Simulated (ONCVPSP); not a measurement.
## What one change does to a pseudopotential (Mo (Z = 42), ONCV)

```json
{"Element": "molybdenum (Mo)", "Generator": "ONCVPSP 4.0.1", "Type": "optimised norm-conserving Vanderbilt (ONCV)", "Functional": "Wu-Cohen", "Relativity": "fully relativistic", "Frozen core": "[Kr]", "Valence charge": "6", "Reference configuration": "4d5 5s0.5 (charge +0.5)", "Partial waves": "5s: rc 2.85 bohr, ncon 5, nbas 10, qcut 2.4 1/bohr, 1 projector; p scattering state at 0.29 Ha: rc 2.45 bohr, ncon 4, nbas 8, qcut 3.7 1/bohr, 1 projector; 4d: rc 2.25 bohr, ncon 3, nbas 7, qcut 6 1/bohr, 2 projectors, debl 2.7 Ha", "Local potential": "polynomial inside 1.75 bohr (lpopt 3, dvloc0 3 Ha)", "Core correction": "none"}
```

Open shells are filled in proportion to 2j + 1.

Change: s: qcut 1.4.

Cutoffs: the cutoffs (Ha) at which the residual kinetic energy of the hardest occupied pseudo-wave falls to 1 and 0.1 mHa per electron; they do not see the model core or the augmentation charge, which bear on the density cutoff. Errors are all-electron minus pseudo energies relative to the spin-unpolarised reference configuration.

Question: Predict the effect on cutoff, ghosts and configuration errors.

Answer: The potential gets harder (14 Ha and 16 Ha → 17 Ha and 34 Ha); the lowest positive-energy flag moves from none to s at 8.2 eV; of the 4 tests that both files solve, the error grows in 3 and shrinks in 1 by more than 15 % and 0.3 meV (median size 2.7 → 4.0 meV); neither file shows a bound ghost.

| quantity | base | changed |
| --- | --- | --- |
| cutoff, loose | 14 Ha | 17 Ha |
| cutoff, tight | 16 Ha | 34 Ha |
| loose cutoff by channel | s 2.7 Ha, d 14 Ha | s 17 Ha, d 14 Ha |
| bound ghosts | none | none |
| GHOST(+) flags under 300 eV | none | s at 8.2 eV |
| error for 4d5 5s1, meV [ΔE -2.74 eV] | -2.2 | -1.0 |
| error for 4d5 5s0, meV [ΔE 4.15 eV] | +0.2 | +1.7 |
| error for 4d4 5s0, meV [ΔE 19.60 eV] | +3.1 | -6.2 |
| error for 4d3 5s0, meV [ΔE 46.33 eV] | -24 | -51 |
| s: phases at 2.89 bohr within 0.05 rad from the reference energy up to (Ha; the scan ends near 5) | 0.2 | 0.1 |
| p3/2: phases at 2.49 bohr within 0.05 rad from the reference energy up to (Ha; the scan ends near 5) | 0.6 | 0.6 |
| p1/2: phases at 2.49 bohr within 0.05 rad from the reference energy up to (Ha; the scan ends near 5) | n/a | n/a |
| d5/2: phases at 2.28 bohr within 0.05 rad from the reference energy up to (Ha; the scan ends near 5) | to the end of the scan | to the end of the scan |
| d3/2: phases at 2.28 bohr within 0.05 rad from the reference energy up to (Ha; the scan ends near 5) | to the end of the scan | to the end of the scan |
